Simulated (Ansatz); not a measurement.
Start from `C[Te][SiH2][SiH3]` and change one atom or group to get `C[Te][SiH2]O`.

Ansatz, PBE0-D4/def2-TZVP geometries, multiplicity 1. Each molecule was computed in one conformer, which needn't be the lowest.

Elements past krypton have def2 core potentials.

```csv
property,`C[Te][SiH2][SiH3]`
size of the dipole moment (ωB97M-V/def2-TZVPP) / D,1.03
LUMO energy (PBE/def2-TZVPP) / eV,-1.68
size of the dipole moment (B3LYP/def2-TZVPP) / D,1.01
HOMO energy (B3LYP/def2-TZVPP) / eV,-5.89
HOMO–LUMO gap (B3LYP/def2-TZVPP) / eV,4.81
HOMO energy (PBE0/def2-TZVPP) / eV,-6.10
```

**Question.** What does the change do to each property? (An estimate is asked.)

**Answer.** Ansatz gave: 
```
                                          property  `C[Te][SiH2]O`  shift
size of the dipole moment (ωB97M-V/def2-TZVPP) / D            2.06   1.03
                 LUMO energy (PBE/def2-TZVPP) / eV           -1.42   0.26
  size of the dipole moment (B3LYP/def2-TZVPP) / D            1.99   0.98
               HOMO energy (B3LYP/def2-TZVPP) / eV           -5.94  -0.05
             HOMO–LUMO gap (B3LYP/def2-TZVPP) / eV            5.12   0.31
                HOMO energy (PBE0/def2-TZVPP) / eV           -6.16  -0.06
```

With PBE0 the HOMO falls by 0.06 eV and the LUMO rises by 0.31 eV, so the gap widens by about 0.37 eV. PBE moves the HOMO by -0.05 eV and ωB97M-V by -0.08 eV. Dipoles are sizes alone; their direction can turn.

B3LYP here is the variant with VWN-RPA as its local correlation; programs differ in this.

Spin–orbit coupling is left out; it splits and shifts lone-pair levels of the heavy atoms by tenths of an eV.
